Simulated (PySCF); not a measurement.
**Electron correlation in Ti (titanium, neutral)**

[Ar] 3d2 4s2, high-spin 3F determinant. Computed with PySCF 2.14 in def2-TZVPPD (6s6p4d2f1g, 67 functions), with the non-relativistic Hamiltonian (point nucleus). Frozen: [Ar]; 4 electrons correlated.

```
  level  correlation energy (mhartree)
   CCSD                         -52.03
    (T)                          -1.76
CCSD(T)                         -53.79
```

Diagnostics: T1 = 0.024, D1 = 0.0547, largest double amplitude 0.083.

Cost of the coupled-cluster step: roughly 2.2 core-seconds, for 4 correlated electrons.
